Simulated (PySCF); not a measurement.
Polarisability and C₆ of Ge²⁺ (germanium, charge +2)

[Ar] 3d10 4s2, closed-shell 1S. Calculation: PySCF 2.14, in aug-cc-pVQZ-DK (8s7p5d3f2g, 93 functions); the spin-free X2C one-electron Hamiltonian (Gaussian nucleus). Coupled (time-dependent) response in atomic units; α is the mean over directions.

```json
{"method": "UHF", "mean α (bohr³)": "11.97", "C₆ (like pair)": "47.39", "S(−4)": "70.09"}
{"method": "PBE", "mean α (bohr³)": "10.20", "C₆ (like pair)": "38.61", "S(−4)": "49.28"}
{"method": "PBE0", "mean α (bohr³)": "10.65", "C₆ (like pair)": "40.74", "S(−4)": "54.24"}
{"method": "BLYP", "mean α (bohr³)": "9.908", "C₆ (like pair)": "37.05", "S(−4)": "46.36"}
```

S(−4) is the Cauchy moment in α(ω) = α(0) + S(−4) ω² + …

α(iu) at PBE:

```
u (hartree)  α(iu) (bohr³)
          0          10.20
     0.0500          10.08
      0.100          9.737
      0.200          8.576
      0.300          7.194
      0.500          4.866
      0.750          3.135
       1.00          2.199
       1.50          1.299
       2.00         0.8858
       3.00         0.5049
       5.00         0.2318
```

For an ion, C₆ is the dispersion term alone; charge-induced terms of lower order in 1/R come first.
